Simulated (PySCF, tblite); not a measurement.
Compound: C5H9BOSi.
SMILES with atom numbers: `[BH2:1]/[C:2]([C:3]#[CH:4])=[CH:5]/[CH2:6][O:7][SiH3:8]` (hydrogens: H9, H10 on B1; H11 on C4; H12 on C5; H13, H14 on C6; H15, H16, H17 on Si8)

Jobs on this species (17 atoms, 66 electrons) with PySCF (density fitting) and tblite. Hardware of each: one thread of an Arm Neoverse N1, shared host. The host was shared with other jobs, so the times are rough.

Question: Rank these jobs by wall time, shortest first.
A. GFN2-xTB; Hessian by finite differences
B. GFN2-xTB; L-BFGS relaxation
C. PBE0/pcSseg-1; shieldings, charges and field gradients, density and orbital grids written; 188 basis functions

Answer: A (1.0 s), B (3.4 s), C (71 s).

All jobs:

| level and settings | work | basis functions | SCF cycles | wall time |
| --- | --- | --- | --- | --- |
| GFN2-xTB | Hessian by finite differences | – | – | 1.0 s |
| GFN2-xTB | L-BFGS relaxation | – | – | 3.4 s |
| PBE0/pcSseg-1 | shieldings, charges and field gradients, density and orbital grids written | 188 | 15 | 71 s |

Q: What do all jobs in the table cost together?

A: About 75 s; the longest takes about 94 % of that, and about 71 times as long as the shortest.
